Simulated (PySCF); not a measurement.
Al(H)(F)(Et) (C2H6AlF), SMILES C[CH2][AlH][F]. Geometry optimised at PBE-D3(BJ)/def2-SVP. One conformer was computed; it need not be the lowest.

Give the equilibrium geometry at PBE-D3(BJ)/def2-SVP (PySCF confirms it by a frequency run) as a Z-matrix, and its point group. (The exact figures need the calculation; the answer reports its results.)

This is not unique; one that fits is point group Cs.
```
C
H 1 1.1144
H 1 1.1144 2 104.14
C 1 1.5374 2 110.85 3 119.25
H 4 1.1102 1 112.00 2 62.61
H 4 1.1102 5 106.55 1 -122.79
H 4 1.1106 5 106.86 6 -113.96
Al 1 1.9630 2 107.25 3 -113.48
F 8 1.6856 1 118.35 2 55.68
H 8 1.5975 9 115.41 1 180.00
```
